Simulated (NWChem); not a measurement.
System meant: C$_{2}$H$_{3}$ClFNSi; SMILES [SiH2]([C@@H](F)C#N)Cl

NWChem input:

```
start job
memory heap 200 mb stack 900 mb global 1100 mb
geometry units angstroms noautoz
  N      2.094805    -1.790485    -0.255050
  C      1.023816    -1.458466     0.085967
  C     -0.316412    -1.017931     0.462546
  F     -1.282546    -1.955236     0.080523
  Si    -0.819760     0.631060    -0.412048
  Cl     0.508059     2.109091     0.174167
  H     -0.355558    -0.886569     1.568239
  H     -2.202900     0.963574     0.052384
  H     -0.757038     0.418595    -1.890364
end
basis spherical
  N library def2-svp
  C library def2-svp
  F library def2-svp
  Si library def2-svp
  Cl library def2-svp
  H library def2-svp
end
dft
  xc b3lyp
  iterations 4
  mulliken
end
task dft energy
```

End of the output:

```
    Atom       Charge   Shell Charges
 -----------   ------   -------------------------------------------------------
    1 N    7     7.05   1.98  0.87  0.59  2.06  1.50  0.05
    2 C    6     6.05   1.97  0.65  0.31  1.86  1.16  0.10
    3 C    6     6.06   1.96  0.62  0.33  1.85  1.15  0.15
    4 F    9     9.12   1.98  1.02  0.75  3.20  2.15  0.01
    5 Si  14    13.55   2.00  1.93  0.70  0.34  5.81  1.27  1.10  0.39
    6 Cl  17    17.05   2.00  1.96  1.05  0.79  5.82  2.27  3.14  0.02
    7 H    1     0.95   0.63  0.25  0.07
    8 H    1     1.09   0.65  0.42  0.02
    9 H    1     1.08   0.64  0.41  0.03

 center of mass
 --------------
 x =   0.03939099 y =  -0.00601111 z =   0.00683641

 moments of inertia (a.u.)
 ------------------
        1212.687977295507          -0.000000000000           0.000000000000
          -0.000000000000         554.425969173874           0.000000000000
           0.000000000000           0.000000000000        1656.488507922153

     Multipole analysis of the density
     ---------------------------------

     L   x y z        total         alpha         beta         nuclear
     -   - - -        -----         -----         ----         -------
     0   0 0 0     -0.000000    -31.000000    -31.000000     62.000000

     1   1 0 0     -1.073019     -0.536510     -0.536510      0.000000
     1   0 1 0      0.587056      0.293528      0.293528     -0.000000
     1   0 0 1      0.368178      0.184089      0.184089     -0.000000

     2   2 0 0    -40.846507   -148.709275   -148.709275    256.572044
     2   1 1 0      1.550819      5.785572      5.785572    -10.020325
     2   1 0 1      1.148529     -0.171936     -0.171936      1.492401
     2   0 2 0    -40.456772   -303.888915   -303.888915    567.321059
     2   0 1 1     -1.673175      1.104426      1.104426     -3.882026
     2   0 0 2    -34.157813    -36.172466    -36.172466     38.187118

 ------------------------------------------------------------------------
 dft energy failed                                                                                  0
 ------------------------------------------------------------------------
 ------------------------------------------------------------------------
  current input line :
    27: task dft energy
 ------------------------------------------------------------------------
 ------------------------------------------------------------------------
 This type of error is most commonly associated with calculations not reaching convergence criteria
 ------------------------------------------------------------------------
 For more information see the NWChem manual at https://nwchemgit.github.io

0:dft energy failed:Received an Error in Communication
```

Task: Find the fault in this run and fix the input.

Result: Convergence was not reached. Cause: the SCF was allowed too few iterations. This input runs:
```
start job
memory heap 200 mb stack 900 mb global 1100 mb
geometry units angstroms noautoz
  N      2.094805    -1.790485    -0.255050
  C      1.023816    -1.458466     0.085967
  C     -0.316412    -1.017931     0.462546
  F     -1.282546    -1.955236     0.080523
  Si    -0.819760     0.631060    -0.412048
  Cl     0.508059     2.109091     0.174167
  H     -0.355558    -0.886569     1.568239
  H     -2.202900     0.963574     0.052384
  H     -0.757038     0.418595    -1.890364
end
basis spherical
  * library def2-svp
end
dft
  xc b3lyp
  iterations 150
  mulliken
end
task dft energy
```
It converges to -981.93013 Ha (B3LYP/def2-SVP).
